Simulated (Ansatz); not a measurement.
Two shapes of singlet H3(+).

Shape 1:

```xyz
3

H     0.4889   -0.0161    0.0336
H    -0.2174    0.4288    0.0058
H    -0.2279   -0.4709    0.0324
```

Shape 2:

```xyz
3

H     0.5640    0.0000    0.0000
H    -0.2820    0.4884    0.0000
H    -0.2820   -0.4884    0.0000
```

Basis set: cc-pVTZ (spherical functions). All electrons are correlated. Charge 1, multiplicity 1.

Computed with Ansatz (development build ahead of 0.2.0); each method stands on the lowest determinant of its kind that the runs found.

Which shape is lower in energy, and by how much in each method?

```json
{"method": "RHF", "E(2) − E(1) (eV)": "0.197"}
{"method": "RHF-MP2", "E(2) − E(1) (eV)": "0.183"}
```

Shape 1 is lower. Caution: stretched shape with no unrestricted run beside it, a lower state can exist. Caution for RHF-MP2: bonds are stretched, where a single reference can fail.
